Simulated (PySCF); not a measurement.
C₄H₁₀OSi, SMILES CCC([SiH2]C)=O. Heavy atoms are numbered as in [CH3:1][CH2:2][C:3](=[O:4])[SiH2:5][CH3:6]. Hydrogens are named by the atom that carries them.

The structure is a stationary point at PBE0-D3(BJ)/def2-SVP. A frequency run showed that this geometry is not a minimum. The structure was generated by enumeration, and PubChem lists no compound with its InChIKey, so it may never have been made. One conformer was computed; it need not be the lowest.

Calculation: B3LYP/pcSseg-1 in PySCF.

GIAO shieldings, no solvent; atoms alike by connectivity are averaged. δ = σ(ref) − σ: ¹³C against TMS (σ = 181.3 ppm); ¹⁷O against H2O (σ = 333.8 ppm); ²⁹Si against TMS (σ = 338.7 ppm); ¹H against TMS (σ = 31.68 ppm), references at their B3LYP-D3(BJ)/def2-TZVP geometries, non-relativistic.

| nucleus | atoms | count | δ (ppm) |
|---|---|---|---|
| ¹³C | C3 | 1 | 247.2 |
| ¹³C | C2 (CH2) | 1 | 49.9 |
| ¹³C | C1 (CH3) | 1 | 9.8 |
| ¹³C | C6 (CH3) | 1 | -8.1 |
| ¹⁷O | O4 | 1 | 818.2 |
| ²⁹Si | Si5 (SiH2) | 1 | -59.3 |
| ¹H | H on Si5 | 2 | 4.51 |
| ¹H | H on C2 | 2 | 2.90 |
| ¹H | H on C1 | 3 | 1.28 |
| ¹H | H on C6 | 3 | 0.59 |
